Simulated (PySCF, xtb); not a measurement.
C₃H₅BFNO, SMILES C/N=C/B(F)C=O. Other conformers were not sampled.

Harmonic wavenumbers (cm⁻¹) from xtb 6.7.1 with GFN2-xTB at its own minimum, in rising order: 30, 39, 114, 140, 207, 210, 265, 364, 452, 615, 750, 802, 893, 1004, 1068, 1091, 1148, 1307, 1334, 1372, 1375, 1438, 1456, 1679, 1744, 2669, 2791, 2886, 2977, 2997.

Task: What does PySCF with PBE-D3(BJ)/def2-SVP give at its own minimum? (Estimate from the structure and the level; the computed values follow.)

Result: 49, 85, 109, 172, 210, 223, 359, 456, 477, 550, 782, 869, 943, 989, 1083, 1107, 1122, 1303, 1328, 1343, 1387, 1397, 1407, 1654, 1729, 2730, 2894, 2897, 3010, 3025. Paired by order, the mean absolute difference is 34 cm⁻¹ and the zero-point energies are 50.3 and 51.0 kcal/mol.
